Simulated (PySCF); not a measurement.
Computed shifts of a molecule C3H12OSi2, PBE0/pcSseg-1 in PySCF, GIAO, gas phase, atoms alike by connectivity averaged where their shifts nearly agree, in ppm (number of nuclei): ¹³C: 67.9 (1), 10.3 (1), -5.4 (1). ²⁹Si: -36.9 (1), -70.8 (1). ¹H: 4.68 (1), 4.27 (1), 4.15 (1), 3.94 (3), 3.73 (1), 1.29 (1), 0.99 (1), 0.54 (3). References: ¹³C against TMS (σ = 186.3 ppm); ²⁹Si against TMS (σ = 352.7 ppm); ¹⁷O against H2O (σ = 334.2 ppm); ¹H against TMS (σ = 31.56 ppm), references at their B3LYP-D3(BJ)/def2-TZVP geometries, non-relativistic. Geometry: ωB97X-D3(BJ)/def2-SVP. The values are those of a single conformer.

Task: Identify the compound among the candidates.
A) C[SiH](C)OC[SiH3]
B) C[SiH2][C@H]([SiH3])CO
C) C[C@@H](O)[Si@@H](C)[SiH3]
D) CC[Si@@](C)(O)[SiH3]

Result: B, C[SiH2][C@H]([SiH3])CO
